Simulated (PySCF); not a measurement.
The dipole of `n1(CCC)nc(C)c(F)n1` from its density and from atomic charges.

Coordinates (PBE0-D3(BJ)/def2-SVP, Å) and charges (e) from the PBE0/pcSseg-1 density (PySCF):

```json
{"atom": "C1", "x": "-2.277", "y": "1.116", "z": "-0.047", "Mulliken": "-0.2902", "IAO": "-0.4125", "Hirshfeld": "-0.1175", "ESP-fitted": "-0.3362"}
{"atom": "C2", "x": "-2.387", "y": "-0.398", "z": "-0.101", "Mulliken": "-0.2937", "IAO": "-0.2531", "Hirshfeld": "-0.0663", "ESP-fitted": "+0.2494"}
{"atom": "C3", "x": "-1.282", "y": "-1.112", "z": "0.663", "Mulliken": "+0.0862", "IAO": "-0.1509", "Hirshfeld": "-0.0111", "ESP-fitted": "-0.3105"}
{"atom": "N4", "x": "0.034", "y": "-0.797", "z": "0.149", "Mulliken": "-0.2773", "IAO": "+0.1494", "Hirshfeld": "+0.0974", "ESP-fitted": "+0.4768"}
{"atom": "N5", "x": "0.899", "y": "-0.073", "z": "0.823", "Mulliken": "-0.2188", "IAO": "-0.2398", "Hirshfeld": "-0.1272", "ESP-fitted": "-0.5204"}
{"atom": "C6", "x": "1.950", "y": "0.052", "z": "0.010", "Mulliken": "-0.1229", "IAO": "+0.0169", "Hirshfeld": "+0.0062", "ESP-fitted": "+0.3170"}
{"atom": "C7", "x": "3.192", "y": "0.793", "z": "0.353", "Mulliken": "-0.1539", "IAO": "-0.4282", "Hirshfeld": "-0.1147", "ESP-fitted": "-0.6173"}
{"atom": "C8", "x": "1.612", "y": "-0.642", "z": "-1.163", "Mulliken": "+0.4202", "IAO": "+0.3290", "Hirshfeld": "+0.0932", "ESP-fitted": "+0.3188"}
{"atom": "F9", "x": "2.342", "y": "-0.796", "z": "-2.245", "Mulliken": "-0.2445", "IAO": "-0.2447", "Hirshfeld": "-0.0686", "ESP-fitted": "-0.1537"}
{"atom": "N10", "x": "0.408", "y": "-1.165", "z": "-1.059", "Mulliken": "-0.2185", "IAO": "-0.2726", "Hirshfeld": "-0.1494", "ESP-fitted": "-0.4691"}
{"atom": "H11", "x": "-2.332", "y": "1.488", "z": "0.988", "Mulliken": "+0.1145", "IAO": "+0.1360", "Hirshfeld": "+0.0392", "ESP-fitted": "+0.0835"}
{"atom": "H12", "x": "-1.322", "y": "1.462", "z": "-0.471", "Mulliken": "+0.1300", "IAO": "+0.1409", "Hirshfeld": "+0.0319", "ESP-fitted": "+0.1015"}
{"atom": "H13", "x": "-3.086", "y": "1.593", "z": "-0.620", "Mulliken": "+0.1239", "IAO": "+0.1435", "Hirshfeld": "+0.0441", "ESP-fitted": "+0.0776"}
{"atom": "H14", "x": "-3.350", "y": "-0.732", "z": "0.318", "Mulliken": "+0.1264", "IAO": "+0.1383", "Hirshfeld": "+0.0456", "ESP-fitted": "-0.0056"}
{"atom": "H15", "x": "-2.364", "y": "-0.746", "z": "-1.147", "Mulliken": "+0.1407", "IAO": "+0.1468", "Hirshfeld": "+0.0386", "ESP-fitted": "-0.0175"}
{"atom": "H16", "x": "-1.414", "y": "-2.204", "z": "0.613", "Mulliken": "+0.1398", "IAO": "+0.1578", "Hirshfeld": "+0.0532", "ESP-fitted": "+0.1150"}
{"atom": "H17", "x": "-1.260", "y": "-0.811", "z": "1.719", "Mulliken": "+0.1287", "IAO": "+0.1635", "Hirshfeld": "+0.0531", "ESP-fitted": "+0.1397"}
{"atom": "H18", "x": "3.661", "y": "0.384", "z": "1.260", "Mulliken": "+0.1411", "IAO": "+0.1614", "Hirshfeld": "+0.0515", "ESP-fitted": "+0.1967"}
{"atom": "H19", "x": "2.983", "y": "1.858", "z": "0.538", "Mulliken": "+0.1405", "IAO": "+0.1604", "Hirshfeld": "+0.0512", "ESP-fitted": "+0.1957"}
{"atom": "H20", "x": "3.915", "y": "0.724", "z": "-0.471", "Mulliken": "+0.1279", "IAO": "+0.1578", "Hirshfeld": "+0.0495", "ESP-fitted": "+0.1584"}
```

Problem. Compute μ = Σ q r for each scheme (1 e·Å = 4.803 D) and compare with the dipole of the full density.

Solution. The full density gives (-0.95, 0.56, 1.32) D, 1.73 D in size; dipole vectors point from the negative to the positive end.

```tsv
scheme	μx	μy	μz	size (D)	share of the full size (%)	angle to the full dipole (°)
Mulliken	-0.82	1.63	2.25	2.90	168	21
IAO	-2.21	0.43	2.51	3.37	195	13
Hirshfeld	-1.04	0.10	1.14	1.55	90	17
ESP-fitted	-0.94	0.58	1.34	1.73	100	1
```

Problem. Which set comes closest?

Solution. Length of the difference vector: ESP-fitted 0.02 D, Hirshfeld 0.50 D, Mulliken 1.43 D, IAO 1.73 D. Closest: ESP-fitted. The schemes that divide the density aren't constrained to reproduce the dipole.

Problem. What is left for the Hirshfeld atoms' own dipoles?

Solution. The Hirshfeld atoms' densities add up to the full density, so μ = Σ q r + Σ (atomic dipoles). The atomic dipoles sum to (-0.95, 0.56, 1.32) − (-1.04, 0.10, 1.14) = (0.09, 0.46, 0.18) D, 0.50 D in size.

Problem. With the origin at the mean of the coordinates, (-0.004, 0.000, 0.006) Å, which are the largest single terms, by size, of the ESP-fitted dipole along the direction of the full one?

Solution. C7 +3.68, N10 +3.21, C8 -3.06, C1 -2.55, F9 +2.42 D; all 20 atoms together +1.73 D. The single terms depend on the origin, their sum doesn't.

Problem. Give the size of the full dipole in other units.

Solution. 1.73 D = 0.679 au = 0.359 e·Å = 5.76 × 10⁻³⁰ C·m.

Geometry: PBE0-D3(BJ)/def2-SVP, one conformer, isolated molecule.

Shape of the structure used: `[CH3:1][CH2:2][CH2:3][n:4]1[n:5][c:6]([CH3:7])[c:8]([F:9])[n:10]1`: C1–C2–C3–N4 -60°, C2–C3–N4–N5 111°.
